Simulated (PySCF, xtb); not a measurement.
CH₄Cl₂NTa, SMILES [NH]=[Ta]([Cl])([Cl])[CH3], multiplicity 1.

Harmonic wavenumbers (cm⁻¹) from xtb with GFN2-xTB at its own minimum, in rising order: 67, 77, 84, 95, 98, 148, 312, 328, 364, 601, 646, 663, 695, 924, 1267, 1459, 1473, 2977, 3010, 3019, 3446.

Q: What does PBE-D3(BJ)/def2-SVP (PySCF 2.14.0) give at its own minimum? (Estimate from the structure and the level; the computed values follow.)

A: 91, 118, 132, 160, 193, 215, 372, 386, 523, 528, 531, 561, 645, 975, 1138, 1341, 1348, 2946, 3052, 3061, 3573. Paired by order, the mean absolute difference is 77 cm⁻¹ and the zero-point energies are 31.1 and 31.3 kcal/mol.
